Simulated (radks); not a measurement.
The numbers below are computed, except where a source is named.
How relativity changes the ionisation of the iron ion Fe+ ([Ar] 3d6 4s1) to Fe2+ ([Ar] 3d6). Spin-unpolarised spherical Kohn-Sham, PBE, point nucleus unless stated (finite: rms radius 3.7377 fm), a radial shooting solver on a logarithmic mesh with Libxc functionals. A level marked "c x" has the speed of light scaled by that factor and shares open shells by 2j + 1; other Dirac levels either fill j = l - 1/2 first or share by 2j + 1.

level,E(Fe+) (hartree),E(Fe2+) (hartree),IE (eV),HOMO,<r> HOMO (bohr)
non-rel.,-1262.97939,-1262.39165,15.993,4s,2.740
scalar-rel.,-1272.12899,-1271.53354,16.203,4s,2.711
"scalar-rel., finite nucleus",-1272.12484,-1271.52940,16.203,4s,2.711
"Dirac, 2j+1 shares",-1272.15474,-1271.55928,16.203,4s1/2,2.711
"Dirac, low j first",-1272.16381,-1271.56855,16.198,4s1/2,2.712
"Dirac, 2j+1 shares, finite nucleus",-1272.15059,-1271.55514,16.203,4s1/2,2.711
"Dirac, c x 0.75",-1279.52284,-1278.92110,16.374,4s1/2,2.687
"Dirac, c x 5",-1263.34022,-1262.75218,16.001,4s1/2,2.739
"Dirac, c x 10",-1263.06955,-1262.48174,15.995,4s1/2,2.740

NIST Atomic Spectra Database: 16.199 eV (measured). The relativistic part of the total energy of Fe+ is -9.171 hartree (Dirac, 2j+1 shares, finite nucleus), 0.73 % of the non-relativistic value. Spin polarisation and multiplet splitting of open shells are left out at every level.

Beside tabulated values, note that spin-unpolarised runs miss the spin-polarisation part of the exchange energy of open shells.
